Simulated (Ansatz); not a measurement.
Gas-phase electronic energies from Ansatz, PBE0-D4/def2-TZVP geometries. CBS: MP2 limit from def2 TZ/QZ plus the TZ coupled-cluster correction, frozen cores. This one scheme is used for every species. DFT in def2-TZVPP. B3LYP here is the variant with VWN-RPA as its local correlation; programs differ in this. For Br, Ga outer-core shells are correlated without core-valence functions, which leaves a few kJ/mol of doubt a bond. Scalar relativity is left out up to krypton. One conformer a species, not always the lowest.

`[OH][Ga]([SH])[Br]` + silanol → `[OH][Ga]([Br])[O][SiH3]` + H₂S  (ligand exchange at a Ga–S bond)

| level | ΔE (kJ/mol) | difference from CCSD(T)/CBS |
| --- | --- | --- |
| LDA (SPW92) | 26.0 | 10.1 |
| BLYP-D4 | 16.6 | 0.7 |
| r2SCAN-D4 | 19.9 | 4.0 |
| r2SCAN0-D4 | 20.1 | 4.2 |
| PBE-QIDH | 19.0 | 3.1 |
| revPBE | 28.3 | 12.4 |
| PBE0 | 26.1 | 10.2 |
| B3LYP | 18.6 | 2.7 |
| CAM-B3LYP | 13.1 | -2.8 |
| RPA@PBE/def2-TZVPP | 6.7 | -9.2 |
| MP2/def2-SVP | -0.2 | -16.1 |
| SCS-MP2/def2-TZVPP | 8.1 | -7.8 |
| HF/def2-QZVPP | 5.4 | -10.5 |
| MP2/def2-QZVPP | 15.3 | -0.6 |
| HF/CBS(def2) | 5.1 | -10.8 |
| MP2/CBS(def2) | 18.6 | 2.7 |
| CCSD(T)/CBS | 15.9 | 0 |

Largest T1 diagnostic among the species: 0.012.

From BLYP to BHLYP (50 % exact exchange), in def2-TZVPP and without D4, ΔE moves by −4.8 kJ/mol. Leaving LDA and LC-ωPBE aside and taking each functional with its dispersion term where it has one, the values, not all of them listed here, spread over 14.8 kJ/mol, from CAM-B3LYP-D4 to PBE-D4.
